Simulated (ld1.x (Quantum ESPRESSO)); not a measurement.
## beryllium: one change to an RRKJ potential, before and after

```
Element                 : beryllium (Be)
Generator               : ld1.x (Quantum ESPRESSO) 7.5
Type                    : norm-conserving RRKJ (Kleinman–Bylander form)
Functional              : PBE
Relativity              : scalar-relativistic
Frozen core             : [He]
Valence charge          : 2
Reference configuration : 2s0.5 2p0 (charge +1.5)
Partial waves           : 2s (bound): rc 1.70 bohr; 2p (bound, empty): rc 2.80 bohr; 3d channel at 0.15 Ry: rc 3.00 bohr
Local potential         : all-electron potential smoothed inside 1.60 bohr (lloc = -2)
Core correction         : none
```

All-electron outer shells of the reference configuration (PBE, scalar-relativistic, ld1.x):

```csv
shell,level (eV),outermost node (bohr),outermost maximum (bohr)
2s,-18.02,0.58,1.80
2p,-14.14,–,1.74
```

Change: local potential all-electron potential smoothed inside 2.15 bohr (lloc = -2).

Cutoffs: the cutoffs (Ry, on a coarse ladder) from which the occupation-weighted sum of valence levels, in a spherical-Bessel basis at the reference potential, stays within 10 and 1 mRy of its value at 400 Ry; they do not see the model core or the augmentation charge, which bear on the density cutoff. Errors are all-electron minus pseudo energies relative to the spin-unpolarised reference configuration.

Question: What does the change do?

Answer: The potential gets neither clearly harder nor softer (12 Ry and 21 Ry → 12 Ry and 21 Ry); the errors of the 6 common tests hardly move; neither file shows a bound ghost.

| quantity | base | changed |
| --- | --- | --- |
| cutoff, loose | 12 Ry | 12 Ry |
| cutoff, tight | 21 Ry | 21 Ry |
| bound ghosts | none | none |
| error for 2s2 2p0, meV [ΔE -17.48 eV] | +80 | +78 |
| error for 2s1 2p0, meV [ΔE -7.93 eV] | +25 | +24 |
| error for 2s1.5 2p0, meV [ΔE -13.72 eV] | +57 | +57 |
| error for 2s1 2p1, meV [ΔE -13.87 eV] | +130 | +129 |
| error for 2s0 2p1, meV [ΔE -4.02 eV] | +88 | +88 |
| error for 2s0 2p2, meV [ΔE -10.23 eV] | +181 | +180 |
| s: phases at 3.26 bohr within 0.05 rad from the reference energy up to (Ry; the scan ends near 5) | 0.4 | 0.5 |
| p: phases at 3.26 bohr within 0.05 rad from the reference energy up to (Ry; the scan ends near 5) | 0.2 | 0.1 |
| d: phases at 3.26 bohr within 0.05 rad from the reference energy up to (Ry; the scan ends near 5) | 2.4 | 2.4 |
